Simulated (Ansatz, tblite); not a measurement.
Cost and result up the ladder for Ge2S2 (4 atoms). Charge 0, multiplicity 1. Geometry: PBE0-D4/def2-SVP.

```xyz
4

Ge    0.5334    0.4760   -1.3314
Ge   -0.1636   -0.7703    1.2898
S    -1.1473   -0.9516   -0.7583
S     0.7775    1.2460    0.7999
```

Ansatz on 4 threads of Arm Neoverse V1 on a shared host; xTB runs through tblite on one thread. Times are rough, summed over both states, and most runs start from the orbitals of an earlier one. PBE-QIDH/def2-TZVP serves as the yardstick here, not as an exact answer. Differences are given only for rows in sets of like size (and for xTB, whose basis is part of the method), since another set adds its own error. The other state is a triplet at its own geometry.

The xTB rows come from tblite. Correlated methods freeze 28 core orbitals; core or outer-core shells of Ge are correlated, in sets that lack core-valence functions. At PBE0-D4/def2-TZVP a singlet of charge 0 lies 1.49 eV below the triplet, each at its own geometry. The structure comes from a short search, and lower isomers may exist.

Correlated methods converge slowly with the basis.

xTB has no spin-polarisation term.

| level | functions | wall time | triplet − singlet (eV) | difference from PBE-QIDH/def2-TZVP (eV) |
| --- | --- | --- | --- | --- |
| GFN1-xTB | 36 | 0.008 s | 1.53 | -0.11 |
| GFN2-xTB | 36 | 0.008 s | 2.38 | 0.74 |
| HF/STO-3G | 54 | 0.85 s | 0.91 | – |
| PBE-D4/def2-TZVP | 170 | 3.7 s | 1.43 | -0.21 |
| PBE0-D4/def2-TZVP | 170 | 7.9 s | 1.49 | -0.14 |
| r2SCAN-D4/def2-TZVP (with forces) | 170 | 11 s | 1.31 | -0.32 |
| CAM-B3LYP-D4/def2-TZVP | 170 | 11 s | 1.68 | 0.04 |
| PBE-QIDH/def2-TZVP | 170 | 20 s | 1.64 | 0.00 |
